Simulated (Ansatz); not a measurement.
# Strength of the Si–H bond: C2H3FSi → C2H2FSi + H

Species: C2H3FSi `C#C[SiH2]F`, singlet; C2H2FSi `C#C[SiH]F`, doublet; H atom, doublet. 

Shapes, held fixed at every level: PBE0-D4/def2-TZVP. Programs: Ansatz 0.2.0. The zero-point and thermal change to 298 K, harmonic and unscaled (PBE0-D4/def2-TZVP), is -19.3 kJ/mol.

```csv
level,kind,ΔH(298 K) (kJ/mol),less CCSD(T)/CBS estimate
HF/def2-TZVPP,Hartree–Fock,+311.9,-88.0
SPW92/def2-TZVPP,LDA,+400.1,+0.2
wB97M-V/def2-TZVPP,range-separated hybrid,+396.5,-3.4
wB97X-V/def2-TZVPP,range-separated hybrid,+394.2,-5.7
B2PLYP/def2-TZVPP,double hybrid,+386.6,-13.3
CCSD(T)/def2-SVP,coupled cluster or CI,+381.3,-18.6
CCSD(T)/def2-TZVPP,coupled cluster or CI,+392.6,-7.3
CCSD(T)/CBS estimate,coupled cluster or CI,+399.9,0.0
```

The highest level, CCSD(T)/CBS estimate, gives ΔH(298 K) = +399.9 kJ/mol; the levels span +311.9 to +400.1. The column of differences is taken from that level and isn't an error. Hartree–Fock misses the correlation of the pair that is broken and comes out low. No measured value is set beside it here. Spin contamination: C2H2FSi (⟨S²⟩ up to 0.82). Open shells run unrestricted unless RO is named. The CBS estimate extrapolates MP2 from def2-TZVPP and def2-QZVPP and adds CCSD(T) − MP2 in the triple-zeta set, cores frozen.
